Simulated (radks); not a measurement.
The numbers below are computed, except where a source is named.
Er LVII, configuration [Ne] 3s2 (the NIST ground configuration).

Level of theory: Dirac Kohn-Sham, BLYP, spin-unpolarised, spherical densities, finite nucleus; Fermi nuclear charge, rms radius 5.2516 fm (a radial shooting solver on a logarithmic mesh with Libxc functionals).

Energy parts (eV):
part                      energy
total                 -261604.32
kinetic                295729.43
electron-nucleus      -577077.78
Hartree                 23345.97
exchange-correlation    -3601.93

Orbitals (lengths in bohr, moments of r in powers of bohr; r(90%) holds 90 % of the orbital's charge):
1s1/2: occ. 2; eigenvalue (eV) -61755.67; r(90%) 0.0369; <r> 0.02036; <r^2> 0.0005671; <1/r> 77.58; small-component weight 6.48e-02
2s1/2: occ. 2; eigenvalue (eV) -13825.90; r(90%) 0.131; <r> 0.08459; <r^2> 0.008492; <1/r> 18.96; small-component weight 1.49e-02
2p1/2: occ. 2; eigenvalue (eV) -13434.50; r(90%) 0.116; <r> 0.07027; <r^2> 0.006096; <1/r> 18.88; small-component weight 1.49e-02
2p3/2: occ. 4; eigenvalue (eV) -12486.07; r(90%) 0.125; <r> 0.07723; <r^2> 0.007229; <1/r> 16.40; small-component weight 1.37e-02
3s1/2: occ. 2; eigenvalue (eV) -5663.236; r(90%) 0.296; <r> 0.2035; <r^2> 0.04729; <1/r> 7.724; small-component weight 5.90e-03
3p1/2: occ. 0; eigenvalue (eV) -5525.068; r(90%) 0.284; <r> 0.1912; <r^2> 0.04242; <1/r> 7.655; small-component weight 5.83e-03
3p3/2: occ. 0; eigenvalue (eV) -5271.024; r(90%) 0.298; <r> 0.2014; <r^2> 0.04689; <1/r> 6.982; small-component weight 5.54e-03
3d3/2: occ. 0; eigenvalue (eV) -5091.279; r(90%) 0.263; <r> 0.1726; <r^2> 0.03433; <1/r> 6.846; small-component weight 5.34e-03
3d5/2: occ. 0; eigenvalue (eV) -5029.560; r(90%) 0.266; <r> 0.1758; <r^2> 0.03552; <1/r> 6.681; small-component weight 5.26e-03
4s1/2: occ. 0; eigenvalue (eV) -3064.384; r(90%) 0.537; <r> 0.3803; <r^2> 0.1630; <1/r> 4.071; small-component weight 3.04e-03

The highest occupied level is 3s1/2 at -5663.2 eV. The electron density at the nucleus is 8.752e+05 e/bohr^3. For comparison, the ionisation energy in NIST's Atomic Spectra Database is 5695 eV (theoretical). In exact Kohn-Sham theory the highest level is minus the ionisation energy, but local and semilocal functionals leave it too shallow, through self-interaction and a potential that decays too fast; potentials with the right tail come closer. Summed over all electrons, <r^2> = 0.1538 bohr^2, which gives a Langevin (diamagnetic) susceptibility term of -0.122 x 10^-6 cm^3/mol. The density falls to 0.001 e/bohr^3 at r = 0.57 bohr.
